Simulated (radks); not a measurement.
Task: These are the eigenvalues of the occupied orbitals of an atom or ion with whole-number occupations (eV). Calculated with a radial shooting solver on a logarithmic mesh with Libxc functionals: scalar-relativistic Kohn-Sham, PBEsol, spin-polarised, spherical densities, finite nucleus; Fermi nuclear charge, rms radius of each element as measured or else 0.836 A^(1/3) + 0.57 fm.

orbital  eigenvalue
1s down   -57710.81
1s up     -57710.79
2s up     -10003.69
2s down   -10003.57
2p up     -8892.951
2p down   -8892.872
3s up     -2530.981
3s down   -2526.984
3p up     -2192.927
3p down   -2188.947
3d up     -1768.847
3d down   -1765.794
4s up     -786.2274
4s down   -778.6466
4p up     -672.5077
4p down   -665.1017
4d up     -519.8595
4d down   -512.5597
4f up     -349.1618

Which element is it, and in what charge state? The configuration may be excited. Open shells, if any, are filled with parallel spins first.

Result: Z = 68, erbium, charge +16: Er16+ in [Kr] 4d10 4f6. The list shows which subshells hold electrons but not how many an open one holds; the 1s level, -2120.8 hartree, gives Z - s = 65.1 by -(Z - s)^2/2, which with screening and relativity narrows Z to a few neighbours, and the depths of the outer levels then fix element, charge and occupations together.
